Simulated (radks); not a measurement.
Ni XVII, configuration [Ne] 3s2. Method: Dirac Kohn-Sham, LB94 model potential, spin-unpolarised, spherical densities, finite nucleus; Fermi nuclear charge, rms radius 3.7757 fm; computed with a radial shooting solver on a logarithmic mesh with Libxc functionals.

Normalised radial functions P(r) = r R(r) (large component), r in bohr:

```
   r/bohr * 1s1/2, o 3p1/2, + 3p3/2 (the largest magnitude, 3.84, reaches the edge; | marks zero, & curves that meet)
 0.004343                             &       *
 0.005434                             &         *
 0.006798                             &           *
 0.008505                             &             *
  0.01056                             &                *
  0.01321                             &                  *
  0.01652                             |&                    *
  0.02067                             |&                      *
  0.02586                             |&                        *
  0.03235                             | &                        *
  0.04015                             | &                        *
  0.05023                             |  &                     *
  0.06284                             |   &                 *
  0.07862                             |    &            *
  0.09836                             |     &      *
   0.1221                             |     & *
   0.1527                             |    *&
   0.1911                             | * &
    0.239                             |&
   0.2991                          o+ *
   0.3712                       &     *
   0.4643                    &        *
   0.5809                   &         *
   0.7268                     &       *
   0.9093                       +o    *
    1.128                          &  *
    1.412                            &*
    1.766                             &
```

1s1/2: eigenvalue -8868.2 eV, 0 radial nodes, <r> = 0.0539 bohr, 90 % of the charge inside 0.0963 bohr. 3p1/2 (empty): eigenvalue -535.43 eV, 1 radial node at r = 0.258 bohr, <r> = 0.600 bohr, 90 % of the charge inside 0.890 bohr. 3p3/2 (empty): eigenvalue -531.41 eV, 1 radial node at r = 0.261 bohr, <r> = 0.605 bohr, 90 % of the charge inside 0.897 bohr.
